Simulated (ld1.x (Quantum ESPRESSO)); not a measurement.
**Building the TM potential for chromium (Cr) (PBE, scalar-relativistic).**

* Element: Cr (Z = 24)
* Generator: ld1.x (Quantum ESPRESSO) 7.5
* Type: norm-conserving Troullier–Martins (Kleinman–Bylander form)
* Functional: PBE
* Relativity: scalar-relativistic
* Frozen core: [Ne]
* Valence charge: 14
* Reference configuration: 3s2 3p6 3d6 4s0 4p0
* Partial waves: 3s (bound): rc 1.10 bohr; 3d (bound): rc 1.45 bohr; 4f channel at 0.45 Ry: rc 1.40 bohr; 3p (bound): rc 1.40 bohr
* Local potential: the p channel
* Core correction: none

All-electron outer shells of the reference configuration (PBE, scalar-relativistic, ld1.x):

```csv
shell,level (eV),outermost node (bohr),outermost maximum (bohr)
2s,-664.76,0.09,0.24
2p,-558.34,–,0.20
3s,-71.77,0.36,0.78
3p,-43.31,0.33,0.80
4s,-3.56,1.13,2.85
3d,-1.33,–,0.86
4p,-0.85,1.26,4.30
```

(1) Estimate the cutoffs (Ry, on a coarse ladder) from which the occupation-weighted sum of valence levels, in a spherical-Bessel basis at the reference potential, stays within 10 and 1 mRy of its value at 400 Ry.

(2) Does the potential have ghost states?

(3) Tests: 3s2 3p6 3d5 4s1 4p0; 3s2 3p6 3d5 4s0 4p0; 3s2 3p6 3d4 4s0 4p0; 3s2 3p6 3d4 4s1 4p0; 3s2 3p6 3d2 4s0 4p0; 3s2 3p6 3d4 4s2 4p0; 3s2 3p6 3d4 4s1 4p1. Which has the largest error in its energy relative to the reference configuration, and how large is it?

Results:

(1) 120 Ry and 200 Ry.

(2) No extra level below or beside the all-electron valence levels (s, d, f, p tested).

(3) 3s2 3p6 3d2 4s0 4p0, with +287 meV (all-electron minus pseudo) on +100.33 eV.
